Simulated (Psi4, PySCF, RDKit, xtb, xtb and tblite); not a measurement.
Conformational energy of CH₇ClSi₂, SMILES C[SiH2][SiH2]Cl. Scanned: dihedral C1–Si2–Si3–Cl4; all other coordinates were relaxed at B3LYP-D3(BJ)/def2-SVP. Points at φ and −φ are mirror images.

Geometry of the scan point at 180° (Å):
```
11

C      1.7298    -0.2586     0.0008
Si     0.2117     0.8577     0.1625
Si    -1.7769    -0.3219    -0.2436
Cl    -3.3660     1.0249    -0.0326
H      1.6868    -1.0897     0.7223
H      2.6517     0.3130     0.1933
H      1.7988    -0.6858    -1.0121
H      0.1244     1.4353     1.5370
H      0.2780     1.9849    -0.8150
H     -1.8266    -0.8904    -1.6219
H     -1.9801    -1.4390     0.7241
```

Levels: GFN2-xTB, on its own relaxed geometries (the stored frames are those of B3LYP-D3(BJ)/def2-SVP) (xtb and tblite); MMFF94 // B3LYP-D3(BJ)/def2-SVP (RDKit); PBE0/def2-TZVP // B3LYP-D3(BJ)/def2-SVP (Psi4); PBE0-D3(BJ)/def2-TZVP // B3LYP-D3(BJ)/def2-SVP (Psi4); PBE/def2-TZVP // B3LYP-D3(BJ)/def2-SVP (Psi4); PBE-D3(BJ)/def2-TZVP // B3LYP-D3(BJ)/def2-SVP (Psi4); M06-2X/def2-TZVP // B3LYP-D3(BJ)/def2-SVP (Psi4); MP2/cc-pVTZ = DF-MP2 (frozen core)/cc-pVTZ // B3LYP-D3(BJ)/def2-SVP (Psi4); HF/cc-pVTZ // B3LYP-D3(BJ)/def2-SVP (Psi4); UFF // B3LYP-D3(BJ)/def2-SVP (RDKit); GFN1-xTB // B3LYP-D3(BJ)/def2-SVP (xtb); RKS-B3LYP/6-31G* = restricted B3LYP/6-31G*, spherical d // B3LYP-D3(BJ)/def2-SVP (PySCF); RMP2/3-21G = restricted MP2 (frozen core)/3-21G // B3LYP-D3(BJ)/def2-SVP in PySCF; RHF/3-21G = PySCF with restricted Hartree-Fock/3-21G // B3LYP-D3(BJ)/def2-SVP; RKS-B3LYP/LANL2DZ = restricted B3LYP/LANL2DZ, with its core potentials past Ne // B3LYP-D3(BJ)/def2-SVP in PySCF.

Least-squares fit of E(φ) = a0 + Σ (a_n cos nφ + b_n sin nφ), n = 1 to 4, to the 12 scan points, in kJ/mol above the lowest point of each profile (levels whose profile four harmonics don't fit are not listed):

```tsv
method	a0	a1	b1	a2	b2	a3	b3	a4	b4	rms of fit
GFN2-xTB	1.55	0.91	0.00	-0.36	0.00	0.28	0.00	0.01	0.00	0.01
MMFF94	2.98	-0.67	0.00	0.34	0.00	2.50	0.00	-0.08	0.00	0.12
PBE0/def2-TZVP	2.31	-0.81	0.00	-0.11	0.00	2.01	0.00	-0.03	0.00	0.04
PBE0-D3(BJ)/def2-TZVP	2.68	-1.41	0.00	-0.22	0.00	2.09	0.00	0.02	0.00	0.02
PBE/def2-TZVP	2.23	-0.76	0.00	-0.10	0.00	1.97	0.00	-0.01	0.00	0.05
PBE-D3(BJ)/def2-TZVP	2.61	-1.38	0.00	-0.23	0.00	2.04	0.00	0.04	0.00	0.02
M06-2X/def2-TZVP	2.83	-1.73	0.00	-0.35	0.00	2.04	0.00	0.05	0.00	0.07
MP2/cc-pVTZ	2.94	-1.60	0.00	-0.25	0.00	2.24	0.00	0.01	0.00	0.04
HF/cc-pVTZ	2.06	-0.24	0.00	0.19	0.00	1.91	0.00	-0.15	0.00	0.03
UFF	3.16	0.22	0.00	0.28	0.00	3.34	0.00	-0.15	0.00	0.18
GFN1-xTB	2.72	1.80	0.00	-0.20	0.00	0.55	0.00	-0.25	0.00	0.07
RKS-B3LYP/6-31G*	1.88	-0.35	0.00	-0.10	0.00	1.90	0.00	-0.08	0.00	0.09
RMP2/3-21G	3.13	-1.94	0.00	-0.46	0.00	2.40	0.00	0.12	0.00	0.09
RHF/3-21G	2.82	-1.75	0.00	-0.40	0.00	2.16	0.00	0.07	0.00	0.08
RKS-B3LYP/LANL2DZ	1.97	-1.39	0.00	-0.39	0.00	1.63	0.00	0.04	0.00	0.16
```

MMFF94 has few fitted parameters for silicon.
